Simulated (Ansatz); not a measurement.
Cartesian coordinates in Å:
```
F 0.236 2.092 -1.152
C -0.195 0.808 -1.485
Si -0.873 -0.041 0.064
C 0.488 -0.158 1.350
S 1.840 -1.227 0.786
H -0.955 0.896 -2.269
H 0.658 0.259 -1.894
H -2.028 0.737 0.589
H -1.328 -1.410 -0.306
H 0.125 -0.475 2.329
H 0.935 0.832 1.473
H 1.096 -2.312 0.516
```

Charge 0, multiplicity 1.

Task: List the B3LYP/def2-TZVPP orbital energies in eV (Ansatz). (An estimate is asked.)

Result: Computed: Occupied: -2418.06, -1799.03, -671.28, -278.58, -277.59, -216.03, -160.61, -160.52, -160.36, -143.59, -98.91, -98.90, -98.89, -32.51, -21.54, -19.07, -17.73, -14.52, -13.51, -13.38, -12.65, -11.80, -11.12, -10.70, -9.68, -9.58, -8.81, -8.44, -6.68. Lowest empty: -0.22, 0.65, 0.73, 1.01, 1.31, 1.57, 1.84, 2.26.

B3LYP here is the variant with VWN-RPA as its local correlation; programs differ in this.
